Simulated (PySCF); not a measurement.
**Radial density of Be⁺ (beryllium, charge +1)**

M06-2X, [He] 3d1, 2D determinant (an excited configuration). All numbers are calculated (PySCF 2.14, the non-relativistic Hamiltonian (point nucleus), in aug-cc-pVTZ (5s4p3d2f, 46 functions)).

| r (bohr) | 4πr²ρ (e/bohr) | 4πr²(ρα − ρβ) |
| --- | --- | --- |
| 0.00547 | 0.01227 | 0.0000 |
| 0.00920 | 0.03380 | 0.0000 |
| 0.0155 | 0.09076 | 0.0000 |
| 0.0260 | 0.2364 | 0.0001 |
| 0.0438 | 0.5806 | 0.0001 |
| 0.0736 | 1.299 | 0.0003 |
| 0.124 | 2.484 | 0.0005 |
| 0.208 | 3.678 | 0.0006 |
| 0.350 | 3.601 | 0.0003 |
| 0.589 | 1.807 | -0.0001 |
| 0.991 | 0.3070 | 0.0022 |
| 1.67 | 0.03768 | 0.0289 |
| 2.80 | 0.1526 | 0.1526 |
| 4.72 | 0.2409 | 0.2409 |
| 7.93 | 0.03480 | 0.0348 |

The outer electron is Rydberg-like, and this basis confines it to a smaller radius and binds it less than a complete one would.
